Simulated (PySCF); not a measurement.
Gas-phase reaction: 3 C3H4 (cyclic) → C6H5 (phenyl) + C3H7 (n-propyl)

Energies from PySCF, thermal terms from the rigid-rotor harmonic-oscillator model, ideal gas at 1 bar. Table values come from the NASA 1993 polynomials. † marks an energy on the PBE0/def2-TZVP geometry and frequencies; other levels use their own. Open shells (unrestricted): C6H5 (phenyl) (multiplicity 2), C3H7 (n-propyl) (multiplicity 2); the rest are closed-shell singlets. B3LYP is the form with VWN-RPA correlation. No R ln 2 is added for the mirror-image form of C3H7 (n-propyl). The harmonic model lacks anharmonicity and excited electronic states, which grow with temperature; levels with a mode under 35 cm⁻¹ are left out. Internal rotation in C3H7 (n-propyl) is treated as a harmonic vibration of one conformer, which makes the entropy rough. The table's entry may be an old estimate for C3H4 (cyclic), C6H5 (phenyl), C3H7 (n-propyl) (not checked at source).

```csv
level,"ΔH°(298 K), kJ",minus table,"ΔG°(1200 K), kJ"
table,-393.6,-,-206.7
B3LYP/def2-TZVP†,-425.4,-31.8,-247.2
BLYP/def2-TZVP†,-403.7,-10.1,-225.6
M06-2X/def2-TZVP†,-376.0,17.6,-197.9
PBE/def2-SVP,-411.0,-17.4,-230.7
PBE0/def2-QZVP†,-432.3,-38.7,-254.2
PBE0/def2-SVP†,-440.9,-47.3,-262.7
LDA/def2-TZVP†,-424.3,-30.7,-246.2
ωB97M-V/def2-TZVP†,-403.7,-10.1,-225.6
```
